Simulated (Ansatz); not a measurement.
BH5N (SMILES B[NH3+]) moved off its minimum; all values from Ansatz (a program for electronic structure), cores frozen in correlated methods.
(charge 1, multiplicity 1)
```xyz
7

B      0.87024     0.11997     0.02711
N     -0.58844    -0.05859    -0.05143
H      1.57763    -0.86769     0.17716
H      1.22421     1.25404    -0.21403
H     -1.01533     0.10176     0.90610
H     -0.99435    -1.02410    -0.31841
H     -1.09345     0.59261    -0.61045
```

**Question.** Give the forces (eV/Å), the total energy and the dipole at CCSD(T)/aug-cc-pVTZ.

**Answer.** 
```tsv
atom	Fx	Fy	Fz
B1	2.751	0.153	-0.738
N2	-3.371	-2.703	1.337
H3	-0.677	0.850	0.119
H4	-0.065	-0.683	0.419
H5	0.574	-0.162	-0.708
H6	1.114	1.473	0.470
H7	-0.326	1.072	-0.899
```
Energy -82.1851 hartree.
